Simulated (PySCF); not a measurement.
C₂H₅BF₂O, SMILES C[C@H](O)B(F)F. Atoms are numbered in the order given.

```xyz
11

C     -1.6668    -0.2429    -0.7944
C     -0.5314    -0.6007     0.1706
O     -0.8774    -0.3660     1.5234
B      0.7730     0.2087    -0.1699
F      1.2790     0.1459    -1.3953
F      1.4069     0.9611     0.7065
H     -1.9615     0.8118    -0.6732
H     -2.5570    -0.8645    -0.5969
H     -1.3704    -0.4068    -1.8422
H     -0.2708    -1.6732    -0.0002
H     -1.6698    -0.8841     1.7172
```
Charge 0, spin multiplicity 1.

Geometry: r2SCAN-D4/def2-SVP. The structure was generated by enumeration; whether it is a known compound was not checked. Other conformers were not sampled.

Two levels are set side by side: PBE/pcSseg-1 (PySCF) and B3LYP/pcSseg-1 (PySCF). GIAO shifts against BF3 (¹¹B), CFCl3 (¹⁹F), H2O (¹⁷O), TMS (¹H), TMS (¹³C) at the same level; non-relativistic, no solvent, atoms listed together averaged. Differences are taken from unrounded values.

```
quantity            B3LYP
------------------  -----
δ(¹³C) of C1 (ppm)   25.1
δ(¹³C) of C2 (ppm)   61.2
δ(¹⁷O) of O3 (ppm)   52.0
δ(¹¹B) of B4 (ppm)   17.1
δ(¹H) of H10 (ppm)   3.93
δ(¹H) of H11 (ppm)   0.18
```

Q: What does PBE give, and how far is it from B3LYP? (An estimate is asked for; the answer gives what the named calculation found.)

A: 
```tsv
quantity	PBE	PBE minus B3LYP
δ(¹³C) of C1 (ppm)	25.3	0.2
δ(¹³C) of C2 (ppm)	62.8	1.6
δ(¹⁷O) of O3 (ppm)	58.0	6.0
δ(¹¹B) of B4 (ppm)	16.5	-0.6
δ(¹H) of H10 (ppm)	4.18	0.26
δ(¹H) of H11 (ppm)	-0.05	-0.23
```

Rough cost on one machine, each run with all the roots and properties that it gave: B3LYP against PBE within a factor of 2.
